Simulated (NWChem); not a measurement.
System: AlH3O3; SMILES [Al]([OH])([OH])[OH]

NWChem printed, in part:

```
             Northwest Computational Chemistry Package (NWChem) 7.3.0
             --------------------------------------------------------

                             Geometry "geometry" -> ""
                             -------------------------

 Output coordinates in angstroms (scale by  1.889725989 to convert to a.u.)

  No.       Tag          Charge          X              Y              Z
 ---- ---------------- ---------- -------------- -------------- --------------
    1 Al                  13.0000     0.00000000     0.00000000     0.00000000
    2 O                    8.0000    -1.47118700     0.84290500     0.00000000
    3 H                    1.0000    -1.53353700     1.79895000     0.00000000
    4 O                    8.0000     1.46557100     0.85263300     0.00000000
    5 H                    1.0000     2.32470500     0.42860700     0.00000000
    6 O                    8.0000     0.00561600    -1.69553800     0.00000000
    7 H                    1.0000    -0.79116800    -2.22755700     0.00000000

 Effective nuclear repulsion energy (a.u.)     161.7097989041

  pbe96 is a nonlocal functional; adding pw91lda local functional.
                              NWChem Property Module
                              ----------------------

  itol2e modified to match energy
  convergence criterion.

                                 NWChem DFT Module
                                 -----------------

 Summary of "ao basis" -> "ao basis" (spherical)
 ------------------------------------------------------------------------------
       Tag                 Description            Shells   Functions and Types
 ---------------- ------------------------------  ------  ---------------------
 Al                         cc-pvtz                 12       34   5s4p2d1f
 O                          cc-pvtz                 10       30   4s3p2d1f
 H                          cc-pvtz                  6       14   3s2p1d

  itol2e modified to match energy
  convergence criterion.

            General Information
            -------------------
          SCF calculation type: DFT
          Wavefunction type:  closed shell.
          No. of atoms     :     7
          No. of electrons :    40
           Alpha electrons :    20
            Beta electrons :    20
          Charge           :     0
          Spin multiplicity:     1
          Use of symmetry is: off; symmetry adaption is: off
          Maximum number of iterations: 150
          AO basis - number of functions:   166
                     number of shells:    60
          Convergence on energy requested:  1.00D-07
          Convergence on density requested:  1.00D-05
          Convergence on gradient requested:  5.00D-04

              XC Information
              --------------
          PerdewBurkeErnzerhof Exchange Functional  1.000
            Perdew 1991 LDA Correlation Functional  1.000 local
           PerdewBurkeErnz. Correlation Functional  1.000 non-local

             Grid Information
             ----------------
          Grid used for XC integration:  fine
          Radial quadrature: Mura-Knowles
          Angular quadrature: Lebedev.
          Tag              B.-S. Rad. Rad. Pts. Rad. Cut. Ang. Pts.
          ---              ---------- --------- --------- ---------
          Al                  1.25      123          10.0       770
          O                   0.60       70          11.0       590
          H                   0.35       60          12.0       590
          Grid pruning is: on
          Number of quadrature shells:   513
          Spatial weights used:  Erf1

      Superposition of Atomic Density Guess
      -------------------------------------

 Sum of atomic energies:        -467.72094022

      Non-variational initial energy
      ------------------------------

 Total energy =    -468.514611
 1-e energy   =    -968.274194
 2-e energy   =     338.049784
 HOMO         =      -0.507883
 LUMO         =      -0.066983

   convergence    iter        energy       DeltaE   RMS-Dens  Diis-err
 ---------------- ----- ----------------- --------- --------- ---------
 d= 0,ls=0.0,diis     1   -469.6432638232 -6.31D+02  8.25D-03  1.68D+00
 d= 0,ls=0.0,diis     2   -469.2636562230  3.80D-01  5.01D-03  5.83D+00
 d= 0,ls=0.0,diis     3   -469.7992474250 -5.36D-01  5.04D-04  6.07D-02
 d= 0,ls=0.0,diis     4   -469.8039692665 -4.72D-03  1.63D-04  2.58D-03
 d= 0,ls=0.0,diis     5   -469.8042010319 -2.32D-04  3.72D-05  1.05D-04
  Resetting Diis
 d= 0,ls=0.0,diis     6   -469.8042128594 -1.18D-05  5.81D-06  4.07D-06
 d= 0,ls=0.0,diis     7   -469.8042132661 -4.07D-07  1.65D-06  9.79D-08
 d= 0,ls=0.0,diis     8   -469.8042132394  2.67D-08  1.10D-06  4.18D-07

         Total DFT energy =     -469.804213239374
      One electron energy =     -973.188212111722
           Coulomb energy =      386.995244836537
    Exchange-Corr. energy =      -45.321044868253
 Nuclear repulsion energy =      161.709798904064

 Numeric. integr. density =       39.999999844131

                       DFT Final Molecular Orbital Analysis
                       ------------------------------------

 Vector   18  Occ=2.000000D+00  E=-2.887554D-01
              MO Center=  1.2D-01,  8.2D-01, -7.1D-10, r^2= 2.9D+00
   Bfn.  Coefficient  Atom+Function         Bfn.  Coefficient  Atom+Function
  ----- ------------  ---------------      ----- ------------  ---------------
    87      0.280006  4 O  py                42      0.262134  2 O  px
    84      0.239944  4 O  py                39      0.221324  2 O  px
    45      0.200621  2 O  px                90      0.187287  4 O  py
     9     -0.153023  1 Al px                82      0.128670  4 O  s
    86      0.105162  4 O  px                38     -0.095202  2 O  s

 Vector   19  Occ=2.000000D+00  E=-2.646276D-01
              MO Center= -6.2D-02, -8.1D-01, -1.1D-09, r^2= 2.8D+00
   Bfn.  Coefficient  Atom+Function         Bfn.  Coefficient  Atom+Function
  ----- ------------  ---------------      ----- ------------  ---------------
   132      0.344720  6 O  pz               129      0.292761  6 O  pz
   135      0.277552  6 O  pz                44     -0.180963  2 O  pz
    88     -0.163759  4 O  pz                41     -0.154352  2 O  pz
    47     -0.148908  2 O  pz                85     -0.138410  4 O  pz
    91     -0.128644  4 O  pz                19     -0.070253  1 Al d -1

[...]

          -----------------------------------------
          Chemical Shielding Tensors (GIAO, in ppm)
          -----------------------------------------

                                NWChem CPHF Module
                                ------------------

  scftype          =     RHF
  nclosed          =       20
  nopen            =        0
  variables        =     2920
  # of vectors     =        3
  tolerance        = 0.10D-03
  level shift      = 0.00D+00
  max iterations   =       50
  max subspace     =       30

 SCF residual:    2.5414105133617450E-005

Iterative solution of linear equations
  No. of variables     2920
  No. of equations        3
  Maximum subspace       30
        Iterations       50
       Convergence  1.0D-04

   iter   nsub   residual    time
   ----  ------  --------  ---------
     1      3    7.29D-06     130.2

      Atom:    1  Al
        Diamagnetic
    804.6412     -0.0000     -0.0000
     -0.0000    804.6411     -0.0000
     -0.0000     -0.0000    805.6287

        Paramagnetic
   -323.2729      0.0000      0.0000
      0.0000   -323.2724      0.0000
      0.0000      0.0000   -431.3467

        Total Shielding Tensor
    481.3684     -0.0000      0.0000
     -0.0000    481.3687     -0.0000
      0.0000     -0.0000    374.2820

           isotropic =     445.6730
          anisotropy =      53.5436

          Principal Components and Axis System
                 1           2           3
              481.3687    481.3684    374.2820

      1        -0.0132      0.9999     -0.0000
      2         0.9999      0.0132      0.0000
      3        -0.0000      0.0000      1.0000

      Atom:    2  O
        Diamagnetic
    382.3555    -17.9117      0.0000
    -17.9117    393.3333     -0.0000
      0.0000     -0.0000    356.1740

        Paramagnetic
    -48.8238    -12.1179     -0.0000
    -12.1179    -69.7086      0.0000
     -0.0000      0.0000    -49.1182

        Total Shielding Tensor
    333.5317    -30.0296     -0.0000
    -30.0296    323.6247      0.0000
     -0.0000      0.0000    307.0558

           isotropic =     321.4041
          anisotropy =      56.4143

          Principal Components and Axis System
                 1           2           3
              359.0136    307.0558    298.1428

      1         0.7625      0.0000      0.6470
      2        -0.6470      0.0000      0.7625
      3        -0.0000      1.0000     -0.0000

      Atom:    3  H
        Diamagnetic
     24.9661     -6.8579      0.0000
     -6.8579     45.2139     -0.0000
      0.0000     -0.0000     19.6341

        Paramagnetic
      0.9932      1.8669     -0.0000
      1.8669     -2.0053      0.0000
     -0.0000      0.0000      2.7843

        Total Shielding Tensor
     25.9593     -4.9909     -0.0000
     -4.9909     43.2086      0.0000
     -0.0000      0.0000     22.4183

           isotropic =      30.5288
          anisotropy =      21.0297

          Principal Components and Axis System
                 1           2           3
               44.5486     24.6193     22.4183

      1        -0.2593      0.9658      0.0000
      2         0.9658      0.2593      0.0000
      3         0.0000     -0.0000      1.0000
```

Level: PBE/cc-pVTZ, GIAO. The geometry was optimised at PBE0/def2-SVP. The printed shielding anisotropy is the first printed principal value minus the mean of the other two.

Question: Reconstruct the input file.

Answer: Several could match; the one computed here: the input that was run:
```
start job
memory heap 200 mb stack 900 mb global 1100 mb
geometry units angstroms noautosym nocenter noautoz
  Al     0.000000     0.000000     0.000000
  O     -1.471187     0.842905     0.000000
  H     -1.533537     1.798950     0.000000
  O      1.465571     0.852633     0.000000
  H      2.324705     0.428607     0.000000
  O      0.005616    -1.695538     0.000000
  H     -0.791168    -2.227557     0.000000
end
basis spherical
  * library cc-pvtz
end
dft
  xc xpbe96 cpbe96
  iterations 150
end
property
  shielding 3 1 2 3
end
task dft property
```
